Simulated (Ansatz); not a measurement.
## Cost against result

Saddle point of SiH5O2F, closed shell (SiH₄O₂ ([OH][SiH2][OH]) + HF → SiH₃OF ([OH][SiH2][F]) + H₂O; bonds formed: Si1–F7, O2–H6; bonds broken: Si1–O2, H6–F7), PBE0-D4/def2-TZVP structure:

Si1  (-0.375, -0.507, -0.122)
O2  (0.593, 0.139, 1.287)
H3  (0.191, -1.802, -0.539)
H4  (-1.555, -0.820, 0.736)
O5  (-1.120, 0.518, -1.161)
H6  (1.281, 0.488, 0.520)
F7  (1.340, 0.284, -0.756)
H8  (0.167, 0.798, 1.843)
H9  (-0.521, 0.902, -1.807)
(Å)

Barriers are electronic and count from the start structure reached by relaxing down the imaginary mode.

Ansatz 0.2.0; basis: as named in each row; cores frozen in the correlated methods. B3LYP uses VWN-RPA correlation. Extrapolation: Hartree–Fock as exp(−7.88 √X), correlation as X^−2.97.

Times are rough, for one single point on 4 threads of a shared host (Arm Neoverse V2).

The estimate by CCSD(T) at an estimated basis limit (MP2 extrapolated from triple and quadruple zeta, plus CCSD(T) − MP2 in triple zeta) is 1.045 eV.

```json
{"method": "HF", "basis": "STO-3G", "time (s)": "under 1", "barrier (eV)": "1.431", "method less estimate": "0.386"}
{"method": "PBE-D4", "basis": "STO-3G", "time (s)": "under 1", "barrier (eV)": "-0.522", "method less estimate": "-1.567"}
{"method": "SPW92", "basis": "def2-SVP", "time (s)": "under 1", "barrier (eV)": "0.376", "method less estimate": "-0.668"}
{"method": "B3LYP-D4", "basis": "6-31G", "time (s)": "under 1", "barrier (eV)": "0.567", "method less estimate": "-0.477"}
{"method": "PBE-D4", "basis": "def2-SVP", "time (s)": "under 1", "barrier (eV)": "0.639", "method less estimate": "-0.405"}
{"method": "PBE0-D4", "basis": "def2-SVP", "time (s)": "under 1", "barrier (eV)": "0.781", "method less estimate": "-0.264"}
{"method": "SPW92", "basis": "def2-TZVPP", "time (s)": "under 1", "barrier (eV)": "0.580", "method less estimate": "-0.464"}
{"method": "PBE-D4", "basis": "def2-TZVPP", "time (s)": "under 1", "barrier (eV)": "0.832", "method less estimate": "-0.213"}
{"method": "BLYP-D4", "basis": "def2-TZVPP", "time (s)": "under 1", "barrier (eV)": "0.966", "method less estimate": "-0.079"}
{"method": "BHLYP-D4", "basis": "def2-TZVPP", "time (s)": "1", "barrier (eV)": "1.142", "method less estimate": "0.097"}
{"method": "PBE0-D4", "basis": "def2-TZVPP", "time (s)": "1", "barrier (eV)": "0.942", "method less estimate": "-0.102"}
{"method": "CCSD(T)", "basis": "def2-SVP", "time (s)": "2", "barrier (eV)": "0.995", "method less estimate": "-0.050"}
{"method": "B3LYP-D4", "basis": "def2-TZVPP", "time (s)": "2", "barrier (eV)": "1.031", "method less estimate": "-0.014"}
{"method": "CAM-B3LYP-D4", "basis": "def2-TZVPP", "time (s)": "2", "barrier (eV)": "0.995", "method less estimate": "-0.050"}
{"method": "r2SCAN-D4", "basis": "def2-TZVPP", "time (s)": "2", "barrier (eV)": "0.887", "method less estimate": "-0.157"}
{"method": "wB97M-V", "basis": "def2-SVP", "time (s)": "2", "barrier (eV)": "0.768", "method less estimate": "-0.276"}
{"method": "RPA on PBE", "basis": "def2-TZVPP", "time (s)": "2", "barrier (eV)": "1.022", "method less estimate": "-0.023"}
{"method": "B2PLYP", "basis": "def2-TZVPP", "time (s)": "2", "barrier (eV)": "1.037", "method less estimate": "-0.007"}
{"method": "r2SCAN0-D4", "basis": "def2-TZVPP", "time (s)": "2", "barrier (eV)": "0.971", "method less estimate": "-0.074"}
{"method": "PBE-QIDH", "basis": "def2-TZVPP", "time (s)": "2", "barrier (eV)": "1.004", "method less estimate": "-0.041"}
{"method": "wB97X-V", "basis": "def2-TZVPP", "time (s)": "4", "barrier (eV)": "0.978", "method less estimate": "-0.067"}
{"method": "B97M-V", "basis": "def2-TZVPP", "time (s)": "4", "barrier (eV)": "0.990", "method less estimate": "-0.055"}
{"method": "wB97M-V", "basis": "def2-TZVPP", "time (s)": "4", "barrier (eV)": "0.945", "method less estimate": "-0.099"}
{"method": "MP2", "basis": "def2-QZVPP", "time (s)": "8", "barrier (eV)": "1.020", "method less estimate": "-0.024"}
{"method": "CCSD(T)", "basis": "def2-TZVPP", "time (s)": "41", "barrier (eV)": "1.048", "method less estimate": "0.004"}
```

All methods are single points on the PBE0-D4 structures; a negative value means that the method puts the saddle structure below the start.

T1 diagnostic: at most 0.012.

Steps of this kind, hydrogen fluoride cutting a network bond, underlie vapour etching and the fluorination step of atomic layer etching.

Labels in which every atom is bracketed show which atoms are joined, not bond orders.
